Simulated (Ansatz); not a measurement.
System: H₃SiSO, charge 0, doublet. H3SiSO (SMILES O[SiH]S, doublet).
B3LYP-D3(BJ)/def2-TZVP minimum from Ansatz (a program for electronic structure):
```xyz
6

Si    -0.5705    -0.3252    -0.5386
O     -1.2481    -1.0505     0.7782
S      1.2176     0.7057     0.1074
H     -1.4871     0.6951    -1.1402
H     -1.1923    -0.6212     1.6380
H      1.1699     1.5927    -0.9019
```
Charge 0, spin multiplicity 2.

Total energies in cc-pV(D+d)Z, 19 correlated electrons, 11 frozen orbitals. UHF or UKS for unpaired electrons; spin-orbit terms are left out. Correlated methods leave the cores frozen. No relativity.

| method | program | energy (Eh) | minus CCSDT(Q) (mEh) |
|---|---|---|---|
| HF | Ansatz | -763.11475 | 450.85 |
| MP2 | Ansatz | -763.51758 | 48.02 |
| CCSD | Ansatz | -763.55226 | 13.34 |
| CCSD(T) | Ansatz | -763.56341 | 2.19 |
| CCSDT(Q) | Ansatz | -763.56560 | 0.00 |

Rough core times of Ansatz's runs on a shared machine: CCSD(T) under 20 s, CCSDT(Q) 20 min.
